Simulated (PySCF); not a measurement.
# Correlation energy of Ni (nickel, neutral)

[Ar] 3d7 4s2 5s1, high-spin 5F determinant (an excited configuration). Calculation: PySCF 2.14, in x2c-TZVPPall with one added diffuse shell each of s, p, d, f type (7s6p5d3f1g, 80 functions); the spin-free X2C one-electron Hamiltonian (Gaussian nucleus). Frozen: [Ne]; 18 electrons correlated.

MP2 pair energies summed by pair of shells (mhartree):

```
 pair   energy  share (%)
3p-3d  -191.48       33.5
3d-3d  -172.08       30.1
3p-3p   -54.72        9.6
3d-4s   -40.92        7.2
3s-3d   -33.54        5.9
3s-3p   -25.83        4.5
4s-4s   -25.71        4.5
3p-4s   -14.25        2.5
4s-5s    -5.32        0.9
3s-3s    -3.67        0.6
3d-5s    -1.53        0.3
3s-4s    -1.13        0.2
3p-5s    -0.56        0.1
3s-5s    -0.04        0.0
```

Total MP2 correlation energy: -570.80 mhartree.

Same-spin part -183.40 and opposite-spin part -387.40 mhartree; SCS-MP2 scales them by 1/3 and 6/5 to -526.01 mhartree.

This basis was not built for core-valence correlation, so the inner-shell part is incomplete.
